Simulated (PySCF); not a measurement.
CBr3, SMILES Br[C](Br)Br (connectivity only; charge and spin as stated), charge +1, multiplicity 1.

Geometry optimised at TPSSh-D3(BJ)/def2-SVP. The multiplicity is an assumed one; no other spin state was optimised. The isomer is the one that the SMILES or the coordinates give; other isomers of the formula were not compared.

Two levels are set side by side: TDA-PBE/def2-SVPD (PySCF) and TDA-M06-2X/def2-SVPD (PySCF). Vertical, same geometry. The lowest singlet is HOMO→LUMO 100 % with PBE and HOMO→LUMO 100 % with the other functional; states are paired by order. Differences are taken from unrounded values.

```
quantity                               TDA-M06-2X  TDA-PBE  TDA-PBE minus TDA-M06-2X
-------------------------------------  ----------  -------  ------------------------
lowest singlet excitation (eV)               2.90     2.48                     -0.42
lowest triplet excitation (TDA) (eV)         2.71     2.23                     -0.48
first bright state (f over 0.05) (eV)        4.75     4.53                     -0.22
its oscillator strength                      0.20     0.17                     -0.03
```

Functionals without exact exchange tend to place singlet excitations lower, as here. Differences between two approximate levels are no errors against the true value.

Rough cost on one machine, each run with all the roots and properties that it gave: TDA-M06-2X against TDA-PBE about 8 times.
